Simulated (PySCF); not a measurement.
An unknown gives this computed stick spectrum. Theory: PySCF, TDDFT PBE0/def2-SVPD, vertical, gas phase, core orbitals frozen in the response. Geometries: GFN2-xTB, one conformer each.

```csv
state,λ (nm),f
S1,239.8,0.0006
S2,226.4,0.0034
S3,219.7,0.022
S4,182.1,0.0091
S5,178.1,0.013
S6,173.6,0.018
S7,172.3,0.021
S8,171.4,0.0004
```

Question: Which structure fits? All have the formula C7H7FO.
A. `CO[C@@]12C=C[C@@H]1C=C2F`
B. `C1OC[C@@H](C=1)[C@@H](C#C)F`
C. `C1C(F)=CCC(C=O)=C1`
D. `O=CC#C[C@@](C)(F)C=C`
E. `C=C1C=CC(OC)=C1F`

Answer: A. Its S1 lies at 5.17 eV; the nearest of the others has S1 at 5.43 eV. S1 is HOMO→LUMO (97%). Löwdin shares by element: HOMO carbon 76% or more (atoms not listed hold the other 24%); LUMO carbon 69% or more (atoms not listed hold the other 31%). At the same level the other candidates give, for their lowest levels:
- `C=C1C=CC(OC)=C1F`: 407 nm (f 0.013); 241 nm (f 0.375); 226 nm (f 0.003); 205 nm (f 0.000); 197 nm (f 0.018); T1 2.07 eV; HOMO -6.02, LUMO -1.90 eV
- `C=C[C@](C)(F)C#CC=O`: 325 nm (f 0.000); 252 nm (f 0.004); 235 nm (f 0.120); 219 nm (f 0.133); 192 nm (f 0.003); T1 3.20 eV; HOMO -8.14, LUMO -2.18 eV
- `C#C[C@@H](F)[C@@H]1C=COC1`: 228 nm (f 0.021); 212 nm (f 0.001); 199 nm (f 0.075); 197 nm (f 0.002); 193 nm (f 0.052); T1 3.97 eV; HOMO -6.49, LUMO -0.06 eV
- `O=CC1=CCC(F)=CC1`: 327 nm (f 0.000); 281 nm (f 0.011); 211 nm (f 0.225); 186 nm (f 0.001); 184 nm (f 0.001); T1 3.24 eV; HOMO -7.29, LUMO -1.85 eV

Conformer computed: `[CH3:1][O:2][C@@:3]12[CH:4]=[CH:5][C@@H:6]1[CH:7]=[C:8]2[F:9]`: C1–O2–C3–C4 76°.
Triplets come from the Tamm–Dancoff approximation.
